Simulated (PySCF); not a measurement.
## Excitation energy of Al⁺ by level of theory

Al⁺ [Ne] 3s2 (1S) → Al⁺ [Ne] 3p2 (3P), as a difference of total energies. Calculation: PySCF 2.14, in aug-cc-pV(D+d)Z (5s4p3d, 32 functions); no relativity, point nucleus. Correlated levels: valence: [Ne] frozen. The calculations carry no spin-orbit coupling.

```
           method  excitation energy (eV)  error (eV)
              UHF                  10.691      -0.989
    MP2 (valence)                  11.249      -0.431
SCS-MP2 (valence)                  11.479      -0.201
   CCSD (valence)                  11.514      -0.166
```

Reference: 11.680 eV (measured; NIST levels, between the centres of gravity of the two terms).

Errors of the correlated levels include the incompleteness of this basis and the frozen core.

With two correlated electrons CCSD is exact in that space.
